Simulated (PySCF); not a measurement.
(E)-1-bromo-2-chloroprop-1-ene (C₃H₄BrCl), SMILES Br/C=C(/Cl)C. Atoms are numbered in the order given.

```xyz
9

C     -1.6851    -1.0687     0.0000
C     -0.1978    -1.0713     0.0000
Cl     0.5215    -2.6714     0.0000
C      0.6505    -0.0318     0.0000
Br     0.0857     1.7669     0.0000
H     -2.0667    -1.5999     0.8869
H     -2.0722    -0.0413     0.0000
H     -2.0667    -1.5999    -0.8869
H      1.7345    -0.1557     0.0000
```
Charge 0, spin multiplicity 1.

Coordinates come from a r2SCAN-D4/def2-SVP optimisation.

Two levels are set side by side: PBE/pcSseg-1 (PySCF) and HF/pcSseg-1 (PySCF). GIAO shifts against HCl (³⁵Cl), TMS (¹H), TMS (¹³C) at the same level; non-relativistic, no solvent, atoms listed together averaged. Without spin–orbit terms, shifts of atoms bonded to Cl or Br come out too high at both levels. Differences are taken from unrounded values.

```csv
quantity,PBE
δ(¹³C) of C1 (ppm),26.1
δ(¹³C) of C2 (ppm),150.1
δ(³⁵Cl) of Cl3 (ppm),319.6
δ(¹³C) of C4 (ppm),122.8
δ(¹H) of H9 (ppm),6.27
```

**Question.** These are the PBE values. What does HF give? (Estimate from the structure and the level; the computed values follow.)

**Answer.** 
```tsv
quantity	HF	PBE minus HF
δ(¹³C) of C1 (ppm)	23.4	2.7
δ(¹³C) of C2 (ppm)	153.7	-3.6
δ(³⁵Cl) of Cl3 (ppm)	203.1	116.5
δ(¹³C) of C4 (ppm)	127.0	-4.3
δ(¹H) of H9 (ppm)	6.54	-0.26
```

Rough cost on one machine, each run with all the roots and properties that it gave: HF against PBE within a factor of 2.
